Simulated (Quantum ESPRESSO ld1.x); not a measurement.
Problem. The mean radii <r> (bohr) of the occupied orbitals of an atom or ion are listed with their occupations. All-electron calculation, scalar-relativistic Kohn-Sham, revPBE, spin-unpolarised, spherical densities, point nucleus. Program: ld1.x of Quantum ESPRESSO 7.5.

| orbital | occ. | <r> |
|---|---|---|
| 1s | 2 | 0.02037 |
| 2s | 2 | 0.08645 |
| 2p | 6 | 0.07672 |
| 3s | 2 | 0.2253 |
| 3p | 6 | 0.2245 |
| 3d | 10 | 0.2038 |
| 4s | 2 | 0.5081 |
| 4p | 6 | 0.5391 |
| 4d | 10 | 0.5839 |
| 5s | 2 | 1.252 |
| 5p | 6 | 1.485 |
| 4f | 12 | 0.8202 |

Name the element and its charge.

Solution. Z = 68, erbium, charge +2: Er2+ in [Xe] 4f12. The 1s radius gives Z: for a bare nucleus <r> = (2 gamma + 1)/(2Z) with gamma = sqrt(1 - (Z/c)^2), 0.02012 bohr for Z = 68, and screening makes it slightly larger (0.02037 here). The occupations add up to 66, and the charge is Z minus that.
